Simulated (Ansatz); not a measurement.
SiH2Cl2, SMILES Cl[SiH2]Cl.

Geometry: B3LYP-D3(BJ)/def2-TZVP. The isomer is the one that the SMILES or the coordinates give; other isomers of the formula were not compared.

Two levels are set side by side: PBE/def2-SVPD (Ansatz, a program for electronic structure) and ωB97X-V/def2-SVPD (Ansatz). Energy differences of separate SCF runs at the same geometry; the states with an electron removed or added have multiplicity 2 and 2. Differences are taken from unrounded values.

```tsv
quantity	PBE
vertical ionisation energy (eV)	10.87
vertical singlet–triplet gap (eV)	6.48
```

**Question.** These are the PBE values. What does ωB97X-V give? (Estimate from the structure and the level; the computed values follow.)

**Answer.** 
```json
[
 {"quantity": "vertical ionisation energy (eV)", "ωB97X-V": "11.79", "PBE minus ωB97X-V": "-0.92"},
 {"quantity": "vertical singlet–triplet gap (eV)", "ωB97X-V": "7.78", "PBE minus ωB97X-V": "-1.30"}
]
```
